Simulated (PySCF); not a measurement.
Species: C₅H₅FNO₃ (doublet state).
Z-matrix (Å and degrees, GFN2-xTB geometry), rows numbered from 1:
```
C 
C   1  1.4112
O   2  1.2257  1  126.87
N   2  1.4066  1  112.37  3  -176.65
C   4  1.2468  2  128.60  1  -124.78
C   5  1.5166  4  124.75  2     6.24
F   6  1.3634  5  109.80  4   168.55
O   6  1.4023  5  109.39  4   -72.70
C   8  1.3409  6  117.41  5   122.77
O   9  1.1886  8  125.97  6     2.56
H   1  1.0740  2  120.68  3   178.06
H   1  1.0748  2  119.16  3    -8.48
H   5  1.0851  4  119.38  2  -173.72
H   6  1.1054  5  111.87  4    49.22
H   9  1.0972  8  107.82  6  -177.96
```

The hyperfine couplings belong to this conformer and change with its torsions.

As a line formula: `[CH2]C(=O)/N=C\[C@@H](F)OC=O` [radical].

Method: UKS B3LYP, pcH-1 on C F H N O, non-relativistic, mean-field spin-orbit, GIAO in PySCF. One conformer (not necessarily the lowest) at the GFN2-xTB geometry, without solvent, vibrations or thermal averaging. A GFN2-xTB geometry isn't a minimum of the functional, and hyperfine couplings can be far from their values at a DFT geometry. The frame is twisted about the C2–N4 bond at this geometry (dihedral O3–C2–N4–C5 = 58°); couplings at other torsion angles weren't computed. Stability of the SCF solution: not tested.

(1) What are g_iso and the isotropic 13C coupling of C1?

(2) For one electron spin and this one nucleus (I = 1/2, g_N = 1.4048), compare first-order, second-order and exact resonance fields at 9.314 GHz.

(3) Someone takes the midpoint and the distance of the outer exact lines at face value. What g and a result?

(4) Give the zero-field levels of this pair of spins.

Answers

(1) g_iso = 2.00426 and a = +71.53 MHz, or +2.550 mT (Mulliken spin population +0.90). 13C makes up about 1.07 % of the natural element, so this concerns labelled samples or satellites.

(2) First order: B = B0 − a·mI with B0 = 332.024 mT. Second order subtracts a²[I(I+1) − mI²]/(2B0). The exact fields come from the Breit–Rabi levels of H = g μB B Sz − g_N μN B Iz + a S·I.

```
  mI  first order (mT)  second order (mT)  exact (mT)  exact − first order
−1/2           333.299            333.295     333.295               -0.005
+1/2           330.750            330.745     330.745               -0.005
```

(3) Their midpoint, 332.020 mT, gives an apparent g of 2.00429 (true 2.00426), and their distance over 2I an apparent |a| of 2.550 mT (true 2.550).

(4) F = I ± 1/2 = 1 and 0, at a·I/2 = +17.9 MHz and −a(I+1)/2 = -53.6 MHz, that is |a|(I + 1/2) = 71.5 MHz apart; F = 0 lies lower.

Other couplings of abundant isotopes, left aside here: 1 × 1H 55 MHz, 1 × 1H 54 MHz, 1 × 1H 6 MHz, 1 × 14N 2 MHz.

H11 and H12 aren't averaged: C1 is flat or nearly so (angle sum 360°), and its turn about the short C1–C2 bond (1.41 Å) is taken as slow.
